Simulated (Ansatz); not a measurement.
Consider the formal loss of a carbene: `CO[CH2][GeH3]` → `C[O][GeH3]` + `[CH2]` (triplet).

Isolated molecules relaxed with PBE0-D4/def2-TZVP in Ansatz; ΔE leaves out vibrations. CCSD(T)/CBS is the MP2 limit (def2-TZVPP, def2-QZVPP) plus CCSD(T) − MP2 in def2-TZVPP, frozen cores. This one scheme is used for every species. Functionals use def2-TZVPP. Triplets are unrestricted, without spin–orbit coupling. For Ge outer-core shells are correlated without core-valence functions, which leaves a few kJ/mol of doubt a bond. Scalar relativity is left out up to krypton. One conformer a species, not always the lowest.

CCSD(T)/CBS gives +351.6 kJ/mol.

(1) Another level gave +329.0 kJ/mol. Which?
A. r2SCAN-D4/def2-TZVPP
B. PBE-QIDH/def2-TZVPP
C. CCSD(T)/def2-TZVPP
D. PBE0-D4/def2-TZVPP

Largest T1 diagnostic among the species: 0.011.

## Answers

(1) A. r2SCAN-D4 329.0, PBE-QIDH 346.2, CCSD(T)/def2-TZVPP 340.0, PBE0-D4 353.1 kJ/mol.

From r2SCAN to r2SCAN0 (25 % exact exchange), in def2-TZVPP and without D4, ΔE moves by −4.7 kJ/mol. At CCSD(T), def2-SVP lies −16.7 kJ/mol from the extrapolated value and def2-TZVPP −11.5 kJ/mol. In def2-TZVPP, CCSD(T) changes the Hartree–Fock value by +143.2 kJ/mol (the triples alone add +11.6 kJ/mol) and MP2 by +150.9 kJ/mol.

CCSD(T)/CBS has its own doubt, a few kJ/mol and more with outer-core shells, so smaller differences from it don't rank the levels.
